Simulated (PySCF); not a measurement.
H4N2Zn, SMILES [NH2][Zn][NH2].

Coordinates come from a TPSSh-D3(BJ)/def2-TZVP optimisation. The values are those of a single conformer.

All values below come from M06-2X/def2-TZVPD (PySCF).

Computed frontier levels, gap, dipole moment and polarisability:
highest occupied level: -8.24 eV
lowest empty level: -0.06 eV
orbital gap: 8.18 eV
dipole moment: 0.285 e·Å
quadrupole, principal values (traceless, Buckingham form, about the centre of nuclear charge): -6.52, 1.41, 5.11 D·Å
mean static polarisability: 42.4 bohr³ (6.28 Å³)
polarisability, principal values: 35.9, 36.4, 54.8 bohr³
